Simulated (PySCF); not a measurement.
Compound: C₈H₁₀SSi.
Cartesian coordinates in Å at the GFN2-xTB level; atoms count from 1:
```
atom  x, y, z in Å
C1     3.0217   -1.2873    0.1544
C2     2.6069   -0.1809   -0.0637
C3     2.0859    1.0935   -0.3279
C4     2.7202    2.2213   -0.2388
S5     3.3099    3.6636   -0.1817
Si6    0.2686    1.1655   -0.9268
C7    -0.8004    0.3092    0.3843
C8    -2.2842    0.0870    0.0240
C9    -2.1605   -1.3801    0.4547
C10   -0.6386   -1.2166    0.5612
H11    3.4042   -2.2432    0.3514
H12    0.2144    0.4309   -2.1969
H13   -0.1155    2.5665   -1.1058
H14   -0.7147    0.8151    1.3487
H15   -2.4931    0.2018   -1.0382
H16   -2.9986    0.6882    0.5829
H17   -2.6351   -1.5834    1.4127
H18   -2.5079   -2.1143   -0.2694
H19   -0.1893   -1.5323    1.5005
H20   -0.0990   -1.6941   -0.2546
```

IAO charges (e) from the PBE0/pcSseg-1 density (PySCF), one withheld:

```
atom       bonded to   charge
  C1          C2 H11  -0.2498
  C2           C1 C3  -0.0146
  C3       C2 C4 Si6  -0.3770
  C4           C3 S5  -0.0324
  S5              C4  +0.1012
 Si6   C3 C7 H12 H13  +0.8028
  C7  Si6 C8 C10 H14        ?
  C8   C7 C9 H15 H16  -0.2561
  C9  C8 C10 H17 H18  -0.2630
 C10   C9 C7 H19 H20  -0.2531
 H11              C1  +0.2036
 H12             Si6  -0.1172
 H13             Si6  -0.1143
 H14              C7  +0.1469
 H15              C8  +0.1280
 H16              C8  +0.1377
 H17              C9  +0.1374
 H18              C9  +0.1348
 H19             C10  +0.1404
 H20             C10  +0.1337
```

(1) What is the charge on C7?

(2) Add each hydrogen's charge to the atom that carries it.

(3) Across which bond do the charges differ most?

(4) Take the bonds between elements whose Pauling electronegativities differ by more than 0.25. In how many does the more electronegative atom carry the lower charge?

(5) How much positive and how much negative charge does this set hold in all?

Answers

(1) The charges add up to the total charge, 0. The others sum to +0.3890, which leaves -0.3890 e for C7 (sp3 carbon bound to silicon); the computed value is -0.3888, the difference coming from rounding.

(2) C1 -0.0462, Si6 +0.5713, C7 -0.2419, C8 +0.0096, C9 +0.0092, C10 +0.0210. Atoms without hydrogen keep their charges.

(3) Si6–C7: +0.8028 on Si6 against -0.3888 on C7, a difference of 1.1916 e. The lower charge is on the more electronegative element of the two (Pauling values: C 2.55, Si 1.90).

(4) In 12 of 12.

(5) +2.0665 e on 10 atoms and -2.0663 e on 10.

The IAO scheme projects the occupied orbitals on a minimal set of polarised atomic orbitals and counts the electrons in each atom's part of it. Geometry: GFN2-xTB, one conformer, isolated molecule.

The run behind these numbers computed NMR shieldings as well. Time: 75 s wall; peak memory 1.1 GiB. Hardware: an Arm Neoverse V1 with one thread, on a shared host.
